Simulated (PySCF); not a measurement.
**Correlation energy of Nb⁻ (niobium, charge -1)**

[Kr] 4d4 5s2, high-spin 5D determinant. Calculation: PySCF 2.14, in def2-TZVPPD with the def2 core potential (28 electrons); a scalar-relativistic core potential. Frozen: 4s2 4p6; 6 electrons correlated.

| level | correlation energy (mhartree) |
| --- | --- |
| CCSD | -100.59 |
| (T) | -6.36 |
| CCSD(T) | -106.95 |

Diagnostics: T1 = 0.038, D1 = 0.1213, largest double amplitude 0.113.

Task: Is a single reference adequate?

Result: Not fully. T1 exceeds 0.03, a sign that the reference determinant is poor.
